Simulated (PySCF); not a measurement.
Compound: C₂H₁₁BN₂.
SMILES with atom numbers: `[BH3-:1][NH2+:2][CH2:3][CH2:4][NH2:5]`

A calculation gives these core lines: B 1s: 193.65 eV; C 1s: 292.24 (area 1), 292.36 (area 1) eV; N 1s: 405.80 (area 1), 407.39 (area 1) eV.

The calculation used PySCF 2.14.0, delta-SCF UKS SCAN, pcX-2 on the ionised atom, pcseg-1 elsewhere, spin-free X2C. One conformer (not necessarily the lowest) at the PBE0-D3(BJ)/def2-SVP geometry, without solvent, vibrations or thermal averaging.

Assign the N 1s lines to atoms.

405.80 eV: N5 (primary amine nitrogen); 407.39 eV: N2 (nitrogen bonded to B, C and 2 H). The listed N 1s values span 1.59 eV, from N5 (bonded to C and 2 H) to N2 (bonded to C, 2 H and B).

Bonded neighbours of each site: B1: N and 3 H; N2: C, 2 H and B; C3: N, C and 2 H; C4: N, C and 2 H; N5: C and 2 H.

What is the C 1s shift of C4 against C3?

292.36 − 292.24 = +0.12 eV, or +12 kJ/mol.

The run took 37 s of wall time on Arm Neoverse V1, one thread, no GPU, shared host with 64 logical CPUs at a one-minute load of 18, and the process peaked at 0.60 GiB of memory.

Conformer computed: `[BH3-:1][NH2+:2][CH2:3][CH2:4][NH2:5]`: B1–N2–C3–C4 -174°, N2–C3–C4–N5 59°, H–N5–C4–C3 -72°, H–N5–C4–C3 53°.
